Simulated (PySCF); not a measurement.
C₆ coefficients of unlike pairs at B97-3

Calculated with PySCF 2.14 from the dipole response of each species, C₆(A,B) = (3/π) ∫ α_A(iu) α_B(iu) du, in atomic units, from isotropic polarisabilities. For ions this is the dispersion term alone; charge-induced terms of lower order in 1/R come first.

| species | configuration | basis | relativity | α (bohr³) | C₆ (like pair) |
| --- | --- | --- | --- | --- | --- |
| Xe | [Xe] (1S) | def2-TZVPPD with the def2 core potential (28 electrons) (7s6p4d2f) | core potential | 27.88 | 296.1 |
| Te(3+) | [Kr] 4d10 5s2 5p1 (2P) | aug-cc-pVTZ-PP with ECP28MDF (6s5p4d2f) | core potential | 10.47 | 51.01 |
| V | [Ar] 3d3 4s2 (4F) | aug-cc-pwCVTZ-DK (10s9p7d4f3g) | spin-free X2C | 93.53 | 1019 |
| Al(2+) | [Ne] 3s1 (2S) | aug-cc-pV(5+d)Z (8s7p6d4f3g2h) | none | 13.98 | 37.91 |

Estimate C₆ for V with Te(3+).

The integral gives 190.1. The combination rule 2 C_A C_B / (C_A α_B/α_A + C_B α_A/α_B) gives 182.4 and the geometric mean 228.0.

No spin-orbit coupling is included.

The other pairs:

```
          pair     C₆
     Al(2+), V  191.7
         V, Xe  479.0
    Te(3+), Xe  122.4
    Al(2+), Xe  100.5
Al(2+), Te(3+)  40.45
```
